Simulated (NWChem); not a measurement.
Polarisability of H₂BF

```xyz
4

B      0.0000     0.0000    -0.6756
H      1.0798     0.0000    -1.2399
H     -1.0798     0.0000    -1.2399
F      0.0000     0.0000     0.6509
```
Charge 0, spin multiplicity 1.

The numbers come from NWChem runs, not from measurements. The geometry was optimised at PBE/def2-SVP, a minimum by its harmonic frequencies.

Basis set: 6-31G*. The field's frequency is 0.0428 Ha (1065 nm). This basis has no diffuse functions, which lowers polarisabilities.

The correlated methods keep 2 core orbitals frozen. B3LYP has NWChem's definition, with VWN1-RPA local correlation. The Pople sets run with spherical d functions. The structure started from a generated list of species. No row is a measurement; the coupled-cluster row has its own basis-set and correlation limits.

Question: For the isotropic polarisability, B3LYP gives 12.95 bohr³ and BHandHLYP gives 12.55 bohr³. What do PBE, HF, CCSD linear response give?

Answer: PBE: 13.40 bohr³; HF: 12.11 bohr³; CCSD linear response: 12.79 bohr³.
